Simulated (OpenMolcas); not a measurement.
Computed levels of 4s2 4p4 in ions with 34 electrons, in cm-1 above 3P2.

* Program: OpenMolcas
* Method: XMS-CASPT2, IPEA 0.25 Eh, imaginary shift 0.1 Eh
* Basis: ANO-RCC-VTZP
* Scalar Hamiltonian: DKH2, point nucleus
* Spin-orbit coupling: RASSI with atomic mean-field integrals over the reference wave functions, term energies averaged over their components

Active space for each ion: 4 electrons in 3 orbitals (4p); closed shells correlated by CASPT2: 3d 4s.

```tsv
Level	Se	Kr2+
3P1	1837	4140
3P0	2400	5020
1D2	9690	14940
1S0	23170	34300
```

**Question.** Estimate 3P0, 1D2, 1S0 for Br+ from its neighbours Se and Kr2+.

**Answer.** 3P0 is fine structure, which grows about as the fourth power of a screened charge, so the fourth roots are averaged: ((2400^0.25 + 5020^0.25) / 2)^4 = 3531. The calculation gives 3630, so the estimate is off by -2.7 %; the measured value is 3837 (NIST Handbook of Basic Atomic Spectroscopic Data).
1D2 is another term, which grows about linearly with the charge: (9690 + 14940) / 2 = 12315. The calculation gives 12230, so the estimate is off by +0.7 %; the measured value is 12089 (NIST Handbook of Basic Atomic Spectroscopic Data).
1S0 is another term, which grows about linearly with the charge: (23170 + 34300) / 2 = 28735. The calculation gives 28650, so the estimate is off by +0.3 %; the measured value is 27867 (NIST Handbook of Basic Atomic Spectroscopic Data).

CASPT2 breaks the degeneracy within a term, and the mean is taken; among the terms shown or strongly mixed into the levels shown the widest spread is 970 cm-1 (4s2 4p4 1D, Se). With the s shell closed, the reference lacks s² → p² mixing. Computed and measured levels are paired by configuration, term and J; levels that our copy of the source lacks, or whose pairing is in doubt (as where it misses far off the trend of its configuration), stay unpaired and out of the deviations. Levels of configurations outside the active space are missing.
